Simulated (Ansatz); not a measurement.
Isolated molecules relaxed with PBE0-D4/def2-TZVP in Ansatz; ΔE leaves out vibrations. CCSD(T)/CBS is the MP2 limit (def2-TZVPP, def2-QZVPP) plus CCSD(T) − MP2 in def2-TZVPP, frozen cores. For Se outer-core shells are correlated without core-valence functions, which leaves a few kJ/mol of doubt a bond. Scalar relativity is left out up to krypton. One conformer a species, not always the lowest.

Consider the redistribution: `C[CH2][AlH][SeH]` + `[NH2][Al]([F])[NH][SiH3]` → `[SiH3][NH][AlH][SeH]` + `C[CH2][Al]([NH2])[F]`.

| species | MP2/def2-QZVPP energy (Eh) |
| --- | --- |
| `C[CH2][AlH][SeH]` | -2722.75440 |
| `[NH2][Al]([F])[NH][SiH3]` | -743.96758 |
| `[SiH3][NH][AlH][SeH]` | -2989.88279 |
| `C[CH2][Al]([NH2])[F]` | -476.84114 |

(1) Work out ΔE.

Largest T1 diagnostic among the species: 0.011.

## Answers

(1) ΔE = (-2989.88279) + (-476.84114) − (-2722.75440) − (-743.96758) = -0.00195 Eh = -5.1 kJ/mol. CCSD(T)/CBS gives -5.0 kJ/mol.
